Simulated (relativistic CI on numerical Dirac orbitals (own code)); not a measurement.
Co⁺ in a cubic cluster: L2,3 absorption with charge transfer

Computed with a charge-transfer multiplet model of a cubic metal-ligand cluster with up to 2 ligand holes, Slater and spin-orbit integrals from Dirac-Coulomb-Breit ions, Slater integrals scaled by 0.9. The ground state mixes d8 with configurations of k ligand holes L, whose averages lie at kΔ + k(k − 1)U_dd/2; a core hole lowers each added d electron by U_cd. 300 K, Lorentzian 0.4 eV and Gaussian 0.3 eV FWHM.

Atomic integrals in eV (Slater integrals scaled, ζ unscaled), ground: F2dd 9.320, F4dd 5.741, zeta_d 0.056; with the core hole: F2dd 9.320, F4dd 5.741, zeta_d 0.075, zeta_core 9.677, F2cd 5.986, G1cd 4.436, G3cd 2.520.

Cluster parameters (eV): Δ = 5.4, U_dd = 6, U_cd = 6.9, 10Dq = 1, 10Dq(ligand) = 0.6, final-state hopping factor = 0.8.

```tsv
Case	n_d	d8	d9L	d10L2	S
V(eg) = 1.6 eV, V(t2g) = -0.75 eV	8.09	0.91	0.09	0.00	1.00
V(eg) = 1.9 eV, V(t2g) = -0.89 eV	8.12	0.88	0.12	0.00	1.00
V(eg) = 2.2 eV, V(t2g) = -1.03 eV	8.15	0.85	0.14	0.00	1.00
V(eg) = 2.5 eV, V(t2g) = -1.17 eV	8.18	0.82	0.17	0.01	1.00
V(eg) = 2.8 eV, V(t2g) = -1.31 eV	8.21	0.80	0.20	0.01	1.00
```

Weights, n_d and S are thermal averages at 300 K. Photon energies count from the first peak over 30 % of the highest in each spectrum, which can be another peak from case to case. The parameters are a model scan and need not match a compound or its usual spin state. Peaks in eV (height, largest 100):
- V(eg) = 1.6 eV, V(t2g) = -0.75 eV: 0.0 (100), 1.9 (27), 2.8 (6), 14.6 (26), 15.8 (29)
- V(eg) = 1.9 eV, V(t2g) = -0.89 eV: 0.0 (100), 1.9 (27), 2.8 (5), 14.6 (26), 15.7 (27)
- V(eg) = 2.2 eV, V(t2g) = -1.03 eV: 0.0 (100), 1.8 (26), 14.6 (26), 15.7 (27)
- V(eg) = 2.5 eV, V(t2g) = -1.17 eV: 0.0 (100), 1.8 (24), 14.6 (26), 15.6 (26)
- V(eg) = 2.8 eV, V(t2g) = -1.31 eV: 0.0 (100), 1.7 (23), 14.6 (26), 15.6 (26)

Curve for V(eg) = 2.8 eV, V(t2g) = -1.31 eV (points under 2 left out, the grid thinned):

```csv
E (eV),Intensity
-1.7,2.2
-1.5,2.8
-1.3,3.7
-1.1,5.2
-1.0,6.4
-0.8,10.3
-0.6,19.3
-0.4,42.3
-0.2,83.3
0.0,100.0
0.1,86.6
0.3,45.2
0.5,21.1
0.7,12.1
0.9,9.3
1.1,10.0
1.2,11.5
1.4,16.7
1.6,22.3
1.8,21.0
2.0,12.4
2.2,6.7
2.3,5.1
2.5,3.6
2.7,3.4
2.9,3.9
3.1,3.3
3.3,2.1
13.8,2.9
13.9,3.7
14.1,7.2
14.3,15.7
14.5,26.1
14.7,22.7
14.9,13.0
15.0,10.6
15.2,11.8
15.4,20.6
15.6,26.1
15.8,17.0
16.0,8.8
16.1,7.1
16.3,5.3
16.5,3.4
16.7,2.1
```

For the case V(eg) = 1.9 eV, V(t2g) = -0.89 eV, Δ = 5.4 eV is smaller than U_dd = 6 eV, the charge-transfer side of the Zaanen-Sawatzky-Allen scheme. With the core hole the configuration with one ligand hole lies at Δ + U_dd − U_cd = 4.5 eV above the one without, against Δ in the ground state. The added d electron screens the hole, so the order of the configurations is kept and charge-transfer satellites are weaker than in photoemission.
